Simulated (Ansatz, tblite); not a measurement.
Forces on YF3 at its PBE-D4/def2-TZVP geometry. Total charge 0; singlet.

In the def2 sets Y takes a core potential; there is no spin–orbit coupling. The xTB rows come from tblite. The structure comes from a short search, and lower isomers may exist.

GFN1-xTB (tblite), largest force 0.81 eV/Å:

```xyz
4
positions Å, forces eV/Å
Y     0.082   -0.051    0.123   -0.133    0.083   -0.198
F     1.654    0.153   -1.109   -0.634   -0.082    0.497
F    -1.080   -1.680   -0.047    0.469    0.657    0.068
F    -0.657    1.578    1.033    0.298   -0.657   -0.367
```

GFN2-xTB (tblite), largest force 0.81 eV/Å:

```
Y 0.033 -0.021 0.049
F -0.693 -0.048 0.417
F 0.416 0.696 -0.014
F 0.245 -0.627 -0.452
```

PBE-D4/def2-TZVP (Ansatz), largest force 0.00 eV/Å:

```
Y -0.003 0.001 -0.003
F 0.002 0.000 0.000
F 0.000 -0.002 0.001
F 0.001 0.001 0.002
```
